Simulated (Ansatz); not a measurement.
Cu⁺ ··· CH₄O

The pair of Cu⁺ (SMILES [Cu+], atom 1) and CH₄O (SMILES CO, atoms 2–7), both closed shells, in one local arrangement (a lower one may exist), relaxed at PBE0-D4/def2-TZVP:

Cu1  (0.808, -0.856, -2.099)
C2  (-0.468, 0.349, 0.379)
O3  (0.655, -0.318, -0.256)
H4  (-0.959, 0.947, -0.384)
H5  (-0.089, 1.002, 1.164)
H6  (-1.158, -0.391, 0.785)
H7  (1.211, -0.732, 0.411)
(Å)

Ansatz 0.2.0; basis: def2-TZVPPD, with def2-QZVPPD for the basis limit; cores frozen in the correlated methods. The 3s and 3p shells of Cu and Zn are frozen; filled d shells are correlated. B3LYP uses VWN-RPA correlation. Extrapolation: Hartree–Fock as exp(−7.88 √X), correlation as X^−2.97. Interaction energies count from these two fragments, frozen as in the pair, with the counterpoise correction; negative means bound.

What is the interaction energy by CCSD(T) at an estimated basis limit (MP2 extrapolated from triple and quadruple zeta, plus CCSD(T) − MP2 in triple zeta)? (An estimate is asked for; the value comes from the calculation.)

Computed: -184.7 kJ/mol. Hartree–Fock alone gives -139.7 kJ/mol at the basis limit. It counts from the two fragments frozen as in the pair.

The same quantity by other methods in triple zeta, and each one's difference from that estimate:
```tsv
method	E_int (kJ/mol)	difference
PBE-D4	-209.5	-24.7
revPBE-D4	-193.6	-8.8
BLYP-D4	-209.5	-24.8
r2SCAN-D4	-213.8	-29.1
B97M-V	-208.2	-23.5
PBE0-D4	-192.3	-7.5
B3LYP-D4	-198.0	-13.3
HSE06-D4	-191.6	-6.9
wB97X-V	-189.5	-4.7
wB97M-V	-187.8	-3.1
B2PLYP	-187.9	-3.1
HF	-138.3	46.4
MP2	-177.1	7.7
CCSD	-166.5	18.2
CCSD(T)	-171.0	13.8
```
Differences are method less estimate.

Which atoms make the shortest contact between the fragments?

Cu1 and O3, 1.93 Å apart.

Energy to bend the free fragments (PBE0-D4 minima) into their shapes in the pair, CCSD(T)/def2-TZVPPD: CH₄O 2.5 kJ/mol. This must be added to the interaction energy to get the binding energy from relaxed fragments.

Basis-set superposition shift (counterpoise-corrected less uncorrected): CCSD(T) 6.9; MP2 6.3; HF 1.6; PBE0-D4 1.8; wB97M-V 1.6 kJ/mol.

The T1 diagnostic stays at or below 0.019.

For scale, one of the runs: CCSD(T)/def2-TZVPPD, 212 basis functions, launched by `ansatz run in.yaml --threads 4 --pin off --events-out ev --progress --plain --max-ram 9574MiB`. Time: 80 s of wall clock on 4 CPU threads of an Arm Neoverse N1; the host was shared. Peak host memory: 2.9 GiB.
